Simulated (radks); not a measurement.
The numbers below are computed, except where a source is named.
Question: These are the eigenvalues of the occupied orbitals of an atom or ion with whole-number occupations (hartree). Code: a radial shooting solver on a logarithmic mesh with Libxc functionals. Model: scalar-relativistic Kohn-Sham, SCAN, spin-polarised, spherical densities, finite nucleus; meta-GGA in the generalised Kohn-Sham scheme; Fermi nuclear charge, rms radius of each element as measured or else 0.836 A^(1/3) + 0.57 fm.

orbital  eigenvalue
1s up     -2816.883
1s down   -2816.875
2s up     -570.3769
2s down   -570.3233
2p up     -509.3490
2p down   -509.2831
3p up     -182.3713
3p down   -182.3553
3d up     -163.1244
3d down   -163.0382
4d up     -84.57788

Which element is it, and in what charge state? The configuration may be excited. Open shells, if any, are filled with parallel spins first.

Answer: Z = 76, osmium, charge +48: Os48+ in [Ne] 3p6 3d10 4d2. The list shows which subshells hold electrons but not how many an open one holds; the 1s level, -2816.9 hartree, gives Z - s = 75.1 by -(Z - s)^2/2, which with screening and relativity narrows Z to a few neighbours, and the depths of the outer levels then fix element, charge and occupations together.
